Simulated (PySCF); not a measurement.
## Ionisation energy of Tc by level of theory

Tc [Kr] 4d5 5s2 (6S) → Tc+ [Kr] 4d5 5s1 (7S), as a difference of total energies. All numbers are calculated (PySCF 2.14, scalar relativity by spin-free X2C-1e, in x2c-TZVPall (8s6p6d1f, 63 functions)). Correlated levels: valence: [Kr] frozen. The calculations carry no spin-orbit coupling.

```json
{"method": "UHF", "ionisation energy (eV)": "5.539", "error (eV)": "-1.580"}
{"method": "PBE0", "ionisation energy (eV)": "6.719", "error (eV)": "-0.400"}
{"method": "TPSS", "ionisation energy (eV)": "6.744", "error (eV)": "-0.375"}
{"method": "MP2 (valence)", "ionisation energy (eV)": "6.476", "error (eV)": "-0.643"}
{"method": "SCS-MP2 (valence)", "ionisation energy (eV)": "6.682", "error (eV)": "-0.437"}
```

Reference: 7.119 eV (measured; NIST Atomic Spectra Database, ionization energies).

Errors of the correlated levels include the incompleteness of this basis and the frozen core.

MP2 underrates the near-degeneracy of ns² with np² in the lower species.
